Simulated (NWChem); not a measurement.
System: disulfane (H$_{2}$S$_{2}$); SMILES SS

```xyz
4

S      0.0207    -1.0361     0.0782
S     -0.0207     1.0361     0.0782
H     -0.9320    -1.2508    -0.8618
H      0.9320     1.2508    -0.8618
```
Atoms are numbered in this order, from 1.

All runs: NWChem. Geometry optimised at PBE0/def2-SVP; all other runs use it. 

```json
[
 {"quantity": "vertical ionisation energy, ΔSCF (eV)", "level": "PBE/def2-SVP", "value": "9.70"},
 {"quantity": "cavity-dispersion-structure term (kcal/mol) in n-hexane", "level": "PBE0/def2-SVP, SMD", "value": "-2.3"},
 {"quantity": "vertical, lowest excitation, singlet (eV)", "level": "PBE/def2-SVPD, TDA", "value": "[?]"},
 {"quantity": "anisotropy (bohr³), static", "level": "PBE/def2-SVPD", "value": "[?]"},
 {"quantity": "dipole (D)", "level": "PBE0/def2-SVP", "value": "[?]"},
 {"quantity": "highest harmonic frequency (cm⁻¹)", "level": "PBE0/def2-SVP", "value": "2668"}
]
```

Task: What belongs in the gaps?

Result: 
- vertical, lowest excitation, singlet (eV), value: 4.44
- anisotropy (bohr³), static, value: 18.5
- dipole (D), value: 1.48
